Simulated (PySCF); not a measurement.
An unknown is described by computed data only.

Formula: C3H7NSi.

| Quantity | Value |
| --- | --- |
| Triplet | lowest triplet excitation (Tamm–Dancoff): 5.24 eV [TDA B3LYP/def2-SVPD] |
| Dipole | 0.76 D [B3LYP/def2-SVPD] |
| 1H NMR | chemical shifts (computed TMS as zero) by class: 4.62 (3 H), 3.82 (2 H), 2.05 (1 H), 0.24 (1 H) ppm [GIAO KT3/pcSseg-2] |
| Rotational structure | rotational constants A, B, C: 9.303, 1.989, 1.767 GHz [PBE0-D3(BJ)/def2-SVP] |
| NMR, other nuclei | isotropic shieldings of nuclei other than C and H, by class: 228 (1 N), 410 (1 Si) ppm [GIAO KT3/pcSseg-2] |
| Valence photoelectron | vertical ionisation energy: 9.10 eV [ΔSCF B3LYP/def2-SVPD] |
| Polarisability | 71.0 au [B3LYP/def2-SVPD] |
| 13C NMR | chemical shifts (computed TMS as zero) by class: 80.7 (1 C), 65.6 (1 C), 39.9 (1 C) ppm [GIAO KT3/pcSseg-2] |

Electronic properties: PySCF, gas phase, density fitting. Levels stand in brackets. The structure is a single PBE0-D3(BJ)/def2-SVP conformer in the gas phase; no vibrational or solvent corrections. NMR values are class means; diastereotopic atoms form classes of their own.

Q: Give a SMILES that accounts for the data.

A: Numbering: `[CH:1]#[C:2][CH2:3][NH:4][SiH3:5]`. Its formula, C3H7NSi, gives 2 degrees of unsaturation: 0 rings and 2 π bonds in the structure found. 3 carbons fall into 3 classes; from least to most shielded: alkyne carbon [C2] (80.7 ppm), terminal alkyne carbon [C1] (65.6 ppm), sp3 carbon bound to nitrogen [C3] (39.9 ppm). Hydrogen classes from least to most shielded: 3 H on an SiH3 silicon, Si5 (4.62 ppm, a mean of values up to 0.5 ppm apart in this geometry), 2 H on an sp3 carbon bound to nitrogen, C3 (3.82 ppm), 1 H on a terminal alkyne carbon, C1 (2.05 ppm), 1 H on a silicon-bound nitrogen, N4 (0.24 ppm). The other shieldings belong to: 228 ppm, silicon-bound nitrogen [N4]; 410 ppm, SiH3 silicon [Si5]. The first electron is taken from the HOMO, whose largest Löwdin shares are 0.56 on the silicon-bound nitrogen, 0.10 on the SiH3 silicon, 0.07 on the alkyne carbon and 0.06 on an Si–H hydrogen. The optimised geometry has point group C1 and is an asymmetric top. Structure: `C#CCN[SiH3]`. Computed isomers that give other values at the same levels: `CC#C[SiH2]N` (rotational constant A: 13.952 GHz; this holds for the one conformer computed); `[SiH3]C[C@H]1C=N1` (rotational constant A: 8.282 GHz; this holds for the one conformer computed). The assignments are read from this structure; whether some other isomer fits the data as well wasn't checked.

Shape of the structure used: `[CH:1]#[C:2][CH2:3][NH:4][SiH3:5]`: C2–C3–N4–Si5 81°.
